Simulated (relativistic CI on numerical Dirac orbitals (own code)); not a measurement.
Hyperfine structure of Pm52+, mass number 147

Method of calculation: Dirac-Coulomb-Breit CI, separate exchange-only KLI orbitals for each configuration, QED by a radiative potential, unscaled Slater integrals (own radial code, finite nucleus).

Configurations in the expansion (outside the closed core 1s2): 2s²2p⁵, 2s2p⁶, 2p⁶3s, 2p⁶3p, 2p⁶3d, 2s²2p⁴3s, 2s²2p⁴3p, 2s²2p⁴3d, 2s2p⁵3s, 2s2p⁵3p, 2s2p⁵3d, 2s²2p⁴4s, 2s²2p⁴4p, 2s²2p⁴4d, 2s²2p⁴4f, 2s2p⁵4s. Levels of other configurations are missing.

Nuclear spin I = 7/2, μ = 2.58 μN, Q = 0.74 b (tables of Stone and Pyykkö). The electronic factors are computed for point nuclear moments, without core polarisation or the Bohr-Weisskopf and QED corrections.

| Level | E (eV) | A (GHz) | B (GHz) |
| --- | --- | --- | --- |
| 2s²2p⁵ ²P°3/2 | 0.00 | 322.5 | -616 |
| 2s²2p⁵ ²P°1/2 | 577.87 | 2316 |  |
| 2s2p⁶ ²S1/2 | 939.12 | 7326 |  |
| 2s²2p⁴3s ⁴P5/2 | 5627.41 | 659 | 63.3 |
| 2s²2p⁴3s ²P3/2 | 5636.11 | -19.2 | 24.4 |
| 2s²2p⁴3s ²S1/2 | 5676.22 | 2014 |  |
| 2s²2p⁴3p ²P°1/2 | 5775.41 | 645.9 |  |
| 2s²2p⁴3p ²D°5/2 | 5888.68 | 234.6 | -2.8 |

Levels with J = 0, under 50 % of one LS term, or S terms without an open s electron are left out. Small factors come from cancelling terms and can be off by tens of per cent or more.

At this charge energies of transitions that change n are usually good to better than 1 %, and those within a shell (Δn = 0) to a few per cent.

(1) Give the hyperfine levels of 2s²2p⁵ ²P°1/2 relative to its centre of gravity.

Answers

(1) With K = F(F + 1) − I(I + 1) − J(J + 1), E = AK/2: F = 3: -5210, F = 4: 4053 GHz.

LS names give the leading component of a level, which can be under half, so a name can repeat, a term be missing and a line seem to break the LS rules.
